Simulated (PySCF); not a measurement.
## A survey of $^{15}$N NMR shifts

[PySCF: NMR shieldings at PBE0/pcSseg-1/GIAO; structure optimised with GFN2-xTB; relativity neglected; one averaged value for each set of equivalent atoms; single conformer; no solvent]

Shieldings were converted by a linear fit to measured shifts: $^{15}$N (scatter 6.3 ppm rms vs CH3NO2, solution or neat liquid). A few per cent of atoms miss by over 2 rms, more outside the fitted compound classes.

Task: Give the $^{15}$N shifts of `Cn1nc2ccccc2n1`, `C#Cc1cnnn1CC=C`, `CN(C)N1CCCCC1`, `C/C=N\N(CC)C(C)C`, `C=CCN(NC)C(C)C`, `CC(=O)c1nnc(C)o1`.

Result: 
| compound | environment | δ (ppm) |
| --- | --- | --- |
| [CH3:1][n:2]1[n:3][c:4]2[cH:5][cH:6][cH:7][cH:8][c:9]2[n:10]1 | N3/10: pyridine-type nitrogen of an azole (×2) | -71.8 |
| [CH3:1][n:2]1[n:3][c:4]2[cH:5][cH:6][cH:7][cH:8][c:9]2[n:10]1 | N2: pyrrole-type ring nitrogen | -131.7 |
| [CH:1]#[C:2][c:3]1[cH:4][n:5][n:6][n:7]1[CH2:8][CH:9]=[CH2:10] | N6: pyridine-type nitrogen of an azole | -19.1 |
| [CH:1]#[C:2][c:3]1[cH:4][n:5][n:6][n:7]1[CH2:8][CH:9]=[CH2:10] | N5: pyridine-type nitrogen of an azole | -39.2 |
| [CH:1]#[C:2][c:3]1[cH:4][n:5][n:6][n:7]1[CH2:8][CH:9]=[CH2:10] | N7: pyrrole-type ring nitrogen | -141.1 |
| [CH3:1][N:2]([CH3:3])[N:4]1[CH2:5][CH2:6][CH2:7][CH2:8][CH2:9]1 | N4: nitrogen bonded to O or N | -287.3 |
| [CH3:1][N:2]([CH3:3])[N:4]1[CH2:5][CH2:6][CH2:7][CH2:8][CH2:9]1 | N2: nitrogen bonded to O or N | -309.3 |
| [CH3:1]/[CH:2]=[N:3]\[N:4]([CH2:5][CH3:6])[CH:7]([CH3:8])[CH3:9] | N3: imine nitrogen | -55.2 |
| [CH3:1]/[CH:2]=[N:3]\[N:4]([CH2:5][CH3:6])[CH:7]([CH3:8])[CH3:9] | N4: nitrogen bonded to O or N | -258.6 |
| [CH2:1]=[CH:2][CH2:3][N:4]([NH:5][CH3:6])[CH:7]([CH3:8])[CH3:9] | N4: nitrogen bonded to O or N | -288.0 |
| [CH2:1]=[CH:2][CH2:3][N:4]([NH:5][CH3:6])[CH:7]([CH3:8])[CH3:9] | N5: nitrogen bonded to O or N | -306.6 |
| [CH3:1][C:2](=[O:3])[c:4]1[n:5][n:6][c:7]([CH3:8])[o:9]1 | N5: pyridine-type nitrogen of an azole | -43.9 |
| [CH3:1][C:2](=[O:3])[c:4]1[n:5][n:6][c:7]([CH3:8])[o:9]1 | N6: pyridine-type nitrogen of an azole | -70.4 |
